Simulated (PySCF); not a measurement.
B2PLYP on Se (selenium, neutral), [Ar] 3d10 4s2 4p3 4d1, high-spin 5D determinant (an excited configuration). Computed with PySCF 2.14 in aug-cc-pwCVDZ-PP with ECP10MDF, with a scalar-relativistic core potential.

```
cycle= 1 E= -372.347803094497  delta_E= -0.00299  |g|= 0.0254  |ddm|= 0.485
cycle= 2 E= -372.34785396349  delta_E= -5.09e-05  |g|= 0.0173  |ddm|= 0.0752
cycle= 3 E= -372.347883526993  delta_E= -2.96e-05  |g|= 0.00122  |ddm|= 0.0236
cycle= 4 E= -372.347883895915  delta_E= -3.69e-07  |g|= 0.000152  |ddm|= 0.0037
cycle= 5 E= -372.347883904427  delta_E= -8.51e-09  |g|= 2.08e-05  |ddm|= 0.000453
cycle= 6 E= -372.347883904645  delta_E= -2.19e-10  |g|= 1.42e-06  |ddm|= 7.4e-05
converged SCF energy = -372.347883904645  <S^2> = 6.0004961  2S+1 = 5.0001984
```

Highest occupied orbital energy: 1.272 eV; ⟨L²⟩ = 6.00; populations by l: s 4.00, p 9.00, d 11.00, f 0.00.

Q: Can this result be used?

A: Not for this state. The calculation finished and met its thresholds. The log shows the SCF part alone; with the PT2 term the energy is -372.3681 hartree. Energies and moments cover only the electrons outside the core potential. The outer electron is Rydberg-like, and this basis confines it to a smaller radius and binds it less than a complete one would. At B2PLYP the highest occupied level has a positive energy, so only the finite basis holds that electron; for this excited configuration the basis is too tight for the outer shell.
